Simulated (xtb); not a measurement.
TiH4, SMILES [TiH4], multiplicity 1. All values are semi-empirical tight-binding results from xtb (GFN2-xTB unless named), good for trends rather than for accurate numbers. Geometry optimised at GFN2-xTB. The spin state was assumed, not searched.

Optimised geometry:

```xyz
5

Ti     0.0000     0.0000     0.0000
H      0.9995     0.9995     0.9995
H     -0.9995     0.9995    -0.9995
H     -0.9995    -0.9995     0.9995
H      0.9995    -0.9995    -0.9995
```
Charge 0, spin multiplicity 1.

For metal compounds this method's bond lengths and energies can be far off.

| Property | Result |
|---|---|
| point group as xtb finds it | Td |
| orbital gap | 2.11 eV |
| zero-point energy | 12.2 kcal/mol |
| G − E(el) at 298.15 K (modified RRHO) | -0.6 kcal/mol |

Problem. Give the atomic charges. (The exact figures need the calculation; the answer reports its results.)

Solution. charges (e) Ti1 0.97, H2 -0.24, H3 -0.24, H4 -0.24, H5 -0.24.
